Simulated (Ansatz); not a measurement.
```yaml
crystal:
  periodic: [false, false, false]
  atoms:
    - {symbol: B, position_ang: [-0.655610, 1.127690, 0.063914]}
    - {symbol: C, position_ang: [0.540729, -1.011839, -0.583218]}
    - {symbol: B, position_ang: [0.540729, -1.011839, -0.583218]}
    - {symbol: F, position_ang: [-0.019920, -2.201730, -0.742285]}
    - {symbol: H, position_ang: [-0.093957, 1.922086, -0.634498]}
    - {symbol: H, position_ang: [-1.815335, 1.293931, 0.306193]}
    - {symbol: H, position_ang: [1.074310, 0.282961, 0.978532]}
    - {symbol: H, position_ang: [-0.417824, -0.664976, 1.379182]}
    - {symbol: H, position_ang: [1.364788, -0.690515, -1.392864]}
basis:
  gaussian: {orbitals: "6-31++G**"}
hamiltonian: {xc: {name: B2GP-PLYP}}
output: {forces: true}
```

```sh
$ ansatz run in.yaml --threads 2 --pin off --events-out ev --progress --plain --max-ram 4352MiB
```

Output, abridged:

```
Error: two nuclei lie on one point
```

(1) What is wrong with this run?

Results:

(1) One atom was put on top of another. The input was rejected before any iteration.
